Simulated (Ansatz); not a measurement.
Consider the hydrogenolysis of a C–Br bond: `BrC1CO[SiH2]1` + H₂ → `C1C[SiH2]O1` + HBr.

Isolated molecules relaxed with PBE0-D4/def2-TZVP in Ansatz; ΔE leaves out vibrations. CBS: MP2 limit from def2 TZ/QZ plus the TZ coupled-cluster correction, frozen cores. This one scheme is used for every species. Functionals use def2-TZVPP. B3LYP here is the variant with VWN-RPA as its local correlation; programs differ in this. For Br outer-core shells are correlated without core-valence functions, which leaves a few kJ/mol of doubt a bond. Scalar relativity is left out up to krypton.

```
             level  ΔE (kcal/mol)  difference from CCSD(T)/CBS
           ωB97X-V          -19.0                         -0.8
           ωB97M-V          -19.0                         -0.8
            B2PLYP          -19.5                         -1.3
             B3LYP          -20.8                         -2.6
     HF/def2-TZVPP          -23.9                         -5.7
SCS-MP2/def2-TZVPP          -18.1                          0.1
   CCSD/def2-TZVPP          -20.2                         -2.0
    MP2/def2-QZVPP          -16.9                          1.3
      HF/CBS(def2)          -24.0                         -5.8
     MP2/CBS(def2)          -16.6                          1.6
       CCSD(T)/CBS          -18.2                            0
```

Largest T1 diagnostic among the species: 0.011.

From PBE to PBE0 (25 % exact exchange), in def2-TZVPP and without D4, ΔE moves by −1.5 kcal/mol. In def2-TZVPP, CCSD(T) changes the Hartree–Fock value by +5.1 kcal/mol (the triples alone add +1.4 kcal/mol) and MP2 by +6.7 kcal/mol.
